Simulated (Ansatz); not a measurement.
Gas-phase reaction in SMILES: CC(=O)C(C)=O + 7 [H][H] (H2) → 4 C (CH4) + 2 O (H2O)
Structures are relaxed separately at B3LYP-D3(BJ)/def2-TZVP in Ansatz (a program for electronic structure), one conformer each, not searched for the lowest.

Wanted: energy of full hydrogenation (electronic energy difference), in kcal/mol. Correlated levels leave the core frozen unless marked. Spin-orbit coupling is left out. No relativistic terms. CBS marks a two-point X^-3 extrapolation of the correlation energy; Hartree-Fock from the larger set. [CCSD(T)-MP2]/basis is that difference in the basis named.

```
level      program  energy of full hydrogenation (kcal/mol)
---------  -------  ---------------------------------------
HF/6-31G*   Ansatz                                   -142.0
```

Task: Estimate the value at RI-MP2/CBS(cc-pVTZ,cc-pVQZ)+[CCSD(T)-MP2]/cc-pVTZ as computed with Ansatz.

Result: -139.9 kcal/mol
